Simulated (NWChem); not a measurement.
System: C₄H₄N, doublet; SMILES C1C=C[N]C=1

Here is an NWChem input.

```
start job
memory heap 200 mb stack 900 mb global 1100 mb
geometry units angstroms noautosym nocenter noautoz
  C      0.688982     0.979917    -0.013661
  C      1.065936    -0.438201    -0.020837
  N     -0.002549    -1.264665    -0.000029
  C     -1.067741    -0.434031     0.020799
  C     -0.685143     0.982652     0.013672
  H      1.372391     1.837948    -0.025108
  H      2.092418    -0.839166    -0.042766
  H     -2.095845    -0.830870     0.042747
  H     -1.365168     1.843398     0.025161
end
basis spherical
  * library 6-31g*
end
dft
  odft
  mult 2
  xc hfexch
  iterations 150
  mulliken
end
task dft energy
esp
  recalculate
  probe 0.07
  range 0.3
  factor 1.0
  spacing 0.02
end
task esp
```

Excerpt of the output:

```
             Northwest Computational Chemistry Package (NWChem) 7.3.0
             --------------------------------------------------------

                             Geometry "geometry" -> ""
                             -------------------------

 Output coordinates in angstroms (scale by  1.889725989 to convert to a.u.)

  No.       Tag          Charge          X              Y              Z
 ---- ---------------- ---------- -------------- -------------- --------------
    1 C                    6.0000     0.68898200     0.97991700    -0.01366100
    2 C                    6.0000     1.06593600    -0.43820100    -0.02083700
    3 N                    7.0000    -0.00254900    -1.26466500    -0.00002900
    4 C                    6.0000    -1.06774100    -0.43403100     0.02079900
    5 C                    6.0000    -0.68514300     0.98265200     0.01367200
    6 H                    1.0000     1.37239100     1.83794800    -0.02510800
    7 H                    1.0000     2.09241800    -0.83916600    -0.04276600
    8 H                    1.0000    -2.09584500    -0.83087000     0.04274700
    9 H                    1.0000    -1.36516800     1.84339800     0.02516100

 Effective nuclear repulsion energy (a.u.)     149.8018417222

  xc_inp: hfexch multiplicative factor not found.

                                 NWChem DFT Module
                                 -----------------

 Summary of "ao basis" -> "ao basis" (spherical)
 ------------------------------------------------------------------------------
       Tag                 Description            Shells   Functions and Types
 ---------------- ------------------------------  ------  ---------------------
 C                           6-31g*                  6       14   3s2p1d
 N                           6-31g*                  6       14   3s2p1d
 H                           6-31g*                  2        2   2s

            General Information
            -------------------
          SCF calculation type: DFT
          Wavefunction type:  spin polarized.
          No. of atoms     :     9
          No. of electrons :    35
           Alpha electrons :    18
            Beta electrons :    17
          Charge           :     0
          Spin multiplicity:     2
          Use of symmetry is: off; symmetry adaption is: off
          Maximum number of iterations: 150
          AO basis - number of functions:    78
                     number of shells:    38
          Convergence on energy requested:  1.00D-06
          Convergence on density requested:  1.00D-05
          Convergence on gradient requested:  5.00D-04

              XC Information
              --------------
                     Hartree-Fock (Exact) Exchange  1.000

      Superposition of Atomic Density Guess
      -------------------------------------

 Sum of atomic energies:        -206.92768500

      Non-variational initial energy
      ------------------------------

 Total energy =    -209.946531
 1-e energy   =    -574.825103
 2-e energy   =     215.076730
 HOMO         =      -0.185196
 LUMO         =       0.080697

     ---------------------------------------------
      Total Density - Mulliken Population Analysis
     ---------------------------------------------

    Atom       Charge   Shell Charges
 -----------   ------   -------------------------------------------------------
    1 C    6     6.27   2.00  0.74  1.92  0.57  1.00  0.04
    2 C    6     5.79   2.00  0.73  1.68  0.52  0.80  0.05
    3 N    7     7.75   2.00  0.86  2.49  0.88  1.48  0.04
    4 C    6     5.79   2.00  0.73  1.68  0.52  0.80  0.05
    5 C    6     6.27   2.00  0.74  1.92  0.57  1.00  0.04
    6 H    1     0.78   0.46  0.32
    7 H    1     0.80   0.47  0.33
    8 H    1     0.80   0.47  0.33
    9 H    1     0.78   0.46  0.32

     --------------------------------------------
      Spin Density - Mulliken Population Analysis
     --------------------------------------------

    Atom       Charge   Shell Charges
 -----------   ------   -------------------------------------------------------
    1 C    6     0.13   0.00  0.00  0.07  0.00  0.06  0.00
    2 C    6     0.36   0.00  0.00  0.20  0.00  0.16  0.00
    3 N    7     0.01   0.00  0.00  0.00 -0.00  0.00  0.01
    4 C    6     0.36   0.00  0.00  0.20  0.00  0.16  0.00
    5 C    6     0.13   0.00  0.00  0.07  0.00  0.06  0.00
    6 H    1     0.00   0.00  0.00
    7 H    1     0.00   0.00  0.00
    8 H    1     0.00   0.00  0.00
    9 H    1     0.00   0.00  0.00

   convergence    iter        energy       DeltaE   RMS-Dens  Diis-err
 ---------------- ----- ----------------- --------- --------- ---------
 d= 0,ls=0.0,diis     1   -208.1050912502 -3.58D+02  4.43D-03  1.20D-01
                                                     4.19D-03  1.13D-01
 d= 0,ls=0.0,diis     2   -208.1720740840 -6.70D-02  1.53D-03  2.03D-02
                                                     1.71D-03  3.20D-02
 d= 0,ls=0.0,diis     3   -208.1852094567 -1.31D-02  1.00D-03  4.73D-03
                                                     7.65D-04  2.23D-03
 d= 0,ls=0.0,diis     4   -208.1890961756 -3.89D-03  4.94D-04  7.97D-04
                                                     3.14D-04  6.32D-04
 d= 0,ls=0.0,diis     5   -208.1905445306 -1.45D-03  9.17D-04  4.67D-04
                                                     5.35D-04  3.81D-04
  Resetting Diis
 d= 0,ls=0.0,diis     6   -208.1924491449 -1.90D-03  9.08D-04  1.33D-04
                                                     5.64D-04  1.42D-04
 d= 0,ls=0.0,diis     7   -208.1932325583 -7.83D-04  3.99D-05  6.21D-06
                                                     4.59D-05  7.78D-06
 d= 0,ls=0.0,diis     8   -208.1932445960 -1.20D-05  3.65D-05  1.88D-06
                                                     4.61D-05  3.54D-06
 d= 0,ls=0.0,diis     9   -208.1932520429 -7.45D-06  2.43D-05  1.25D-06
                                                     1.88D-05  5.17D-07
 d= 0,ls=0.0,diis    10   -208.1932543719 -2.33D-06  2.41D-05  3.10D-07
                                                     1.94D-05  4.26D-07
 d= 0,ls=0.0,diis    11   -208.1932557963 -1.42D-06  1.38D-05  1.17D-07
                                                     7.74D-06  4.18D-08
 d= 0,ls=0.0,diis    12   -208.1932561270 -3.31D-07  6.80D-06  2.18D-08
                                                     3.64D-06  1.89D-08

         Total DFT energy =     -208.193256127044
      One electron energy =     -577.460516293371
           Coulomb energy =      248.209495808337
    Exchange-Corr. energy =      -28.744077364227
 Nuclear repulsion energy =      149.801841722218

 Numeric. integr. density =        0.000000000000

                    DFT Final Alpha Molecular Orbital Analysis
                    ------------------------------------------

 Vector   16  Occ=1.000000D+00  E=-4.242722D-01
              MO Center= -2.2D-03, -1.1D+00, -2.4D-05, r^2= 1.8D+00
   Bfn.  Coefficient  Atom+Function         Bfn.  Coefficient  Atom+Function
  ----- ------------  ---------------      ----- ------------  ---------------
    32      0.486947  3 N  py                36      0.389964  3 N  py
    34     -0.289514  3 N  s                 18     -0.176280  2 C  py
    46     -0.176501  4 C  py                30     -0.168830  3 N  s
     4      0.156201  1 C  py                60      0.155955  5 C  py
     6     -0.103458  1 C  s                 62     -0.103480  5 C  s

 Vector   17  Occ=1.000000D+00  E=-3.622409D-01
              MO Center= -2.6D-04, -2.2D-01, -2.3D-05, r^2= 2.4D+00
   Bfn.  Coefficient  Atom+Function         Bfn.  Coefficient  Atom+Function
  ----- ------------  ---------------      ----- ------------  ---------------
    19      0.401046  2 C  pz                47     -0.400878  4 C  pz
    23      0.339256  2 C  pz                51     -0.339107  4 C  pz
     5      0.148125  1 C  pz                61     -0.148358  5 C  pz
     9      0.128074  1 C  pz                65     -0.128283  5 C  pz

 Vector   18  Occ=1.000000D+00  E=-3.346166D-01
              MO Center=  2.9D-04,  3.2D-01, -7.1D-07, r^2= 2.4D+00
   Bfn.  Coefficient  Atom+Function         Bfn.  Coefficient  Atom+Function
  ----- ------------  ---------------      ----- ------------  ---------------
     5      0.321675  1 C  pz                61      0.321744  5 C  pz
     9      0.289330  1 C  pz                65      0.289423  5 C  pz
    33     -0.269139  3 N  pz                37     -0.228887  3 N  pz
    19     -0.141145  2 C  pz                47     -0.141512  4 C  pz
    23     -0.134692  2 C  pz                51     -0.135022  4 C  pz

 Vector   19  Occ=0.000000D+00  E= 1.943179D-01
              MO Center=  1.1D-03,  7.6D-01,  3.1D-06, r^2= 2.6D+00
   Bfn.  Coefficient  Atom+Function         Bfn.  Coefficient  Atom+Function
  ----- ------------  ---------------      ----- ------------  ---------------
     9      0.766236  1 C  pz                65     -0.766370  5 C  pz
    23     -0.357108  2 C  pz                51      0.357899  4 C  pz
     5      0.349877  1 C  pz                61     -0.349965  5 C  pz
    19     -0.189442  2 C  pz                47      0.189884  4 C  pz
    25      0.027138  2 C  d -1              53     -0.027082  4 C  d -1

 Vector   20  Occ=0.000000D+00  E= 2.136097D-01
              MO Center= -9.9D-04, -7.6D-01, -4.0D-05, r^2= 2.3D+00
   Bfn.  Coefficient  Atom+Function         Bfn.  Coefficient  Atom+Function
  ----- ------------  ---------------      ----- ------------  ---------------
    37      0.766540  3 N  pz                23     -0.519637  2 C  pz
    51     -0.519082  4 C  pz                33      0.433470  3 N  pz
    19     -0.272001  2 C  pz                47     -0.271703  4 C  pz
     9      0.195496  1 C  pz                65      0.194146  5 C  pz
     5      0.098088  1 C  pz                61      0.097515  5 C  pz

 Vector   21  Occ=0.000000D+00  E= 2.503333D-01
              MO Center=  4.8D-04,  4.8D-01,  1.9D-05, r^2= 7.4D+00
   Bfn.  Coefficient  Atom+Function         Bfn.  Coefficient  Atom+Function
  ----- ------------  ---------------      ----- ------------  ---------------
    74      1.015330  7 H  s                 76      1.015457  8 H  s
    72      0.997455  6 H  s                 78      0.997878  9 H  s
    20     -0.848383  2 C  s                 48     -0.848541  4 C  s
     6     -0.639461  1 C  s                 62     -0.639705  5 C  s
     8     -0.392397  1 C  py                64     -0.393601  5 C  py

                     DFT Final Beta Molecular Orbital Analysis
                     -----------------------------------------

 Vector   15  Occ=1.000000D+00  E=-5.110623D-01
              MO Center= -1.3D-03, -6.7D-01, -2.4D-05, r^2= 1.7D+00
   Bfn.  Coefficient  Atom+Function         Bfn.  Coefficient  Atom+Function
  ----- ------------  ---------------      ----- ------------  ---------------
    33      0.453977  3 N  pz                37      0.326986  3 N  pz
    19      0.168685  2 C  pz                47      0.168693  4 C  pz
     5      0.142914  1 C  pz                61      0.142840  5 C  pz
     9      0.097264  1 C  pz                65      0.097198  5 C  pz
    23      0.094838  2 C  pz                51      0.094849  4 C  pz

 Vector   16  Occ=1.000000D+00  E=-4.388868D-01
              MO Center= -2.1D-03, -9.9D-01, -2.1D-05, r^2= 1.9D+00
   Bfn.  Coefficient  Atom+Function         Bfn.  Coefficient  Atom+Function
  ----- ------------  ---------------      ----- ------------  ---------------
    32      0.494183  3 N  py                36      0.373321  3 N  py
    34     -0.267110  3 N  s                 18     -0.181324  2 C  py
    46     -0.181547  4 C  py                 4      0.165844  1 C  py
    60      0.165560  5 C  py                30     -0.149611  3 N  s
     6     -0.099784  1 C  s                 62     -0.099782  5 C  s

 Vector   17  Occ=1.000000D+00  E=-3.591098D-01
              MO Center=  1.2D-03,  4.8D-01, -9.5D-06, r^2= 2.2D+00
   Bfn.  Coefficient  Atom+Function         Bfn.  Coefficient  Atom+Function
  ----- ------------  ---------------      ----- ------------  ---------------
     5      0.333003  1 C  pz                61      0.332784  5 C  pz
    33     -0.308945  3 N  pz                 9      0.284030  1 C  pz
    65      0.283815  5 C  pz                37     -0.257760  3 N  pz

 Vector   18  Occ=0.000000D+00  E= 4.475526D-02
              MO Center= -9.0D-05,  1.2D-01, -6.4D-06, r^2= 2.7D+00
   Bfn.  Coefficient  Atom+Function         Bfn.  Coefficient  Atom+Function
  ----- ------------  ---------------      ----- ------------  ---------------
    23      0.325610  2 C  pz                51     -0.325641  4 C  pz
     9      0.314880  1 C  pz                65     -0.315076  5 C  pz
    19      0.263961  2 C  pz                47     -0.263981  4 C  pz
     5      0.222548  1 C  pz                61     -0.222688  5 C  pz

 Vector   19  Occ=0.000000D+00  E= 2.550826D-01
              MO Center= -3.8D-04, -4.3D-01, -4.6D-05, r^2= 2.9D+00
   Bfn.  Coefficient  Atom+Function         Bfn.  Coefficient  Atom+Function
  ----- ------------  ---------------      ----- ------------  ---------------
    23      0.658784  2 C  pz                51      0.658411  4 C  pz
    37     -0.597389  3 N  pz                33     -0.334936  3 N  pz
    19      0.269170  2 C  pz                47      0.269003  4 C  pz
     9     -0.238736  1 C  pz                65     -0.238235  5 C  pz
     5     -0.117553  1 C  pz                61     -0.117354  5 C  pz

[...]

                     NWChem Electrostatic Potential Fit Module
                     -----------------------------------------

 Atom parameters

 Number of atoms is                                    9
 Number of basis functions is                         78

 Grid parameters

 Maximum number of grid points is                  36261
 Number of grid points is                          36260
 Grid range                                     0.300000 nm
 Grid spacing                                   0.020000 nm
 Probe radius                                   0.070000 nm
 Atom radius factor                             1.000000

 Atomic radii

    1    0.100000
    6    0.147000
    7    0.140000
 FASTESP  F
  using M.O. file = ./job.movecs

    Atom              Coordinates                           Charge

                                                  ESP

    1 C     0.068898    0.097992   -0.001366   -0.248260
    2 C     0.106594   -0.043820   -0.002084    0.373883
    3 N    -0.000255   -0.126467   -0.000003   -0.631106
    4 C    -0.106774   -0.043403    0.002080    0.382585
    5 C    -0.068514    0.098265    0.001367   -0.252621
    6 H     0.137239    0.183795   -0.002511    0.148685
    7 H     0.209242   -0.083917   -0.004277    0.040585
    8 H    -0.209585   -0.083087    0.004275    0.036714
    9 H    -0.136517    0.184340    0.002516    0.149535
                                            ------------
                                               -0.000000

 Dipole moment                                  0.871359

 Quadrupole moment Qxx                         11.661140
                   Qyy                         -7.020220
                   Qzz                         -4.640920

 RMS deviation kJ/mol                           0.076267

 RRMS %                                        30.665353
```

Level: UHF/6-31G* (spherical d). The geometry was optimised at PBE-D3(BJ)/def2-SVP, spin-unrestricted. The determinant is spin-contaminated (<S²> = 0.90). No stability test was run on the SCF state.
